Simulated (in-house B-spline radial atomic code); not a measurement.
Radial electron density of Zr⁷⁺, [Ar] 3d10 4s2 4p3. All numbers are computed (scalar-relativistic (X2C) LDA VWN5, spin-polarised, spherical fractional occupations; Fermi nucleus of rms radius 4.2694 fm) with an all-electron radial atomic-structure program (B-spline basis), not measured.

One-electron X2C: radii and densities carry no picture-change correction, so inner-shell <1/r> comes out high (for 1s by about 2 % at Z = 33, 5 % at 54, 10 % at 75, 30 % at 118) and <r> low.

Columns: r (bohr), 4πr²n(r) (electrons per bohr), bar.

```
 0.00131    1.502 #
 0.00159    2.076 #
 0.00192    2.833 ##
 0.00233    3.878 ###
 0.00283    5.282 ####
 0.00343    7.117 #####
 0.00416     9.51 #######
 0.00504    12.55 #########
 0.00611    16.34 ############
  0.0074     20.9 ###############
 0.00897    26.21 ###################
  0.0109    32.16 #######################
  0.0132    38.15 ###########################
   0.016     43.7 ###############################
  0.0194    48.01 ##################################
  0.0235    50.27 ####################################
  0.0285    50.02 ####################################
  0.0345    47.56 ##################################
  0.0419    44.13 ################################
  0.0508    42.01 ##############################
  0.0615    43.36 ###############################
  0.0746    48.85 ###################################
  0.0904     56.3 ########################################
    0.11    61.24 ############################################
   0.133    59.33 ###########################################
   0.161     50.8 ####################################
   0.195    41.02 #############################
   0.237    36.96 ###########################
   0.287    40.38 #############################
   0.348    45.05 ################################
   0.422    42.94 ###############################
   0.511    32.71 ########################
    0.62    20.02 ##############
   0.751    11.44 ########
   0.911    7.954 ######
     1.1    6.533 #####
    1.34    4.538 ###
    1.62    2.286 ##
    1.97   0.7318 #
    2.39   0.1437 
    2.89  0.01648 
    3.51 0.0009101 
    4.25 2.363e-05
```

On this grid the curve has 3 maxima, near 0.0235, 0.11, 0.348 bohr.

The 4s up radial function P(r) = rR(r), positive near the nucleus:

```csv
r (bohr),P
0.0005,0.02142
0.000735,0.02986
0.00108,0.04145
0.00159,0.0573
0.00233,0.07822
0.00343,0.1057
0.00504,0.1396
0.0074,0.1784
0.0109,0.2164
0.016,0.2395
0.0235,0.2239
0.0345,0.1378
0.0508,-0.04061
0.0746,-0.2682
0.11,-0.3923
0.161,-0.1996
0.237,0.3042
0.348,0.61
0.511,0.1579
0.751,-0.7501
1.1,-1.097
1.62,-0.6163
2.39,-0.1278
3.51,-0.007479
```
